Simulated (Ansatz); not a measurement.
Ideal-gas functions of `BC1=CB1` at 298.15 K and 1 bar, from an Ansatz frequency run at PBE0-D4/def2-TZVP.

Molar mass 49.68 g/mol, point group Cs (symmetry number 1), electronic degeneracy 1, moments of inertia 21.194, 58.587, 75.39 u Å². Harmonic wavenumbers (cm⁻¹, unscaled): 168, 342, 541, 720, 784, 830, 884, 887, 916, 965, 1052, 1174, 1271, 1715, 2587, 2669, 2794, 3278.

Use S(trans) = R[1.5 ln M + 2.5 ln T − 1.1517]; rotational temperatures θ = 24.2544 K / I; S(rot) = R[ln(√π/σ · √(T³/θAθBθC)) + 1.5]; for each mode x = 1.438777 ν̃/T, S = R[x/(eˣ − 1) − ln(1 − e⁻ˣ)] and H = RT x/(eˣ − 1); 1 cm⁻¹ = 0.0119627 kJ/mol; R = 8.31446 J/(mol·K).

Task: By hand: the entropy, in J/(mol·K).

Result: Translation 157.6. Rotation: θ = 1.1444, 0.414, 0.3217 K, giving 96.1. Vibration, mode by mode: 10.28, 5.03, 2.36, 1.19, 0.92, 0.77, 0.62, 0.62, 0.55, 0.45, 0.32, 0.19, 0.13, 0.02, 0.00, 0.00, 0.00, 0.00, in all 23.4. Electronic 0.0. Sum 277.1 J/(mol·K).

Task: By hand: H − E and G − E in kJ/mol, counted from the electronic energy.

Result: Zero-point energy ½ × 23577 × 0.0119627 = 141.0; thermal vibration 4.5; translation, rotation and pV give 4 RT = 9.9. H − E = 155.4 kJ/mol, and G − E = 155.4 − 298.15 × 277.1/1000 = 72.8 kJ/mol.

Vibration gives 8 % of the entropy.
